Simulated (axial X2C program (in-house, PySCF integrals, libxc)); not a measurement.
**LiPt⁺: properties at the nuclei**

Computed with an axial X2C code built on PySCF integrals: two-component X2C with atomic mean-field Coulomb and Gaunt terms, Gaussian nuclei, basis Pt dyall-cv3z, Li dyall-cv3z with contracted cores.

R = 2.535 Å (near the PBE0 minimum at charge 1 of the determinant lowest at the starting distance; the state shown can have its own minimum elsewhere).

Determinant lowest in the PBE0 search, Ω = 3 (⟨Sz⟩ = 0.98, ⟨Lz⟩ = 2.02 at PBE0), spin on the atoms Pt 0.95, Li 0.03:

```csv
level,Eeff magnitude (GV/cm),Ws magnitude Pt (kHz),A∥/gI Pt (MHz),qzz Pt (a.u.),A∥/gI Li (MHz),qzz Li (a.u.)
PBE0,20.4,7.26,4090,-5.30,3.08,-0.02
HF,45.6,17,3730,-4.70,7.4,-0.02
PBE,13.6,4.74,4070,-5.72,2.23,-0.02
TPSSh,17.1,5.99,4070,-5.32,2.54,-0.02
PBE50,29.5,10.7,4130,-5.07,4.37,-0.02
```

Eeff is the effective electric field on the electron electric dipole moment in this Ω state and Ws the scalar–pseudoscalar constant of the nucleus named (defined with the proton number Z and per Ω); A∥ (defined per Ω) follows by multiplying with gI = μI/(I μN); qzz is the electric field gradient, eQq0 = 234.96 MHz × Q/barn × qzz. The operators were transformed with the bare-nucleus X2C matrices; with these basis sets, hyperfine constants and field gradients can be off by tens of per cent, and where levels differ in sign neither size nor sign is settled.

(1) With gI(195Pt) = 1.2190 (g factors from the IAEA table of nuclear moments by Stone), turn the PBE0 values of the first state into constants in MHz.

Each state is one determinant with collinear spin, which with several unpaired electrons need not be a pure state. Unrestricted Hartree–Fock can overshoot spin polarisation at the nuclei. With several open shells hyperfine constants can be off by a factor of several. Where Eeff spreads by more than a factor of two the levels disagree and none is to be relied on. Open-shell Ω = 0 determinants with evenly filled partner blocks cannot be reached by this program, so the Ω shown need not be the lowest component. States lie within half an eV, so the first need not be the ground state. Further determinants of the search, some of them spin-mixed, are not shown. Where a field gradient or hyperfine factor spreads by more than a factor of two over the levels, a constant derived from it is not to be relied on.

## Answers

(1) A∥(195Pt) = 4090 × 1.2190 = 4990 MHz.
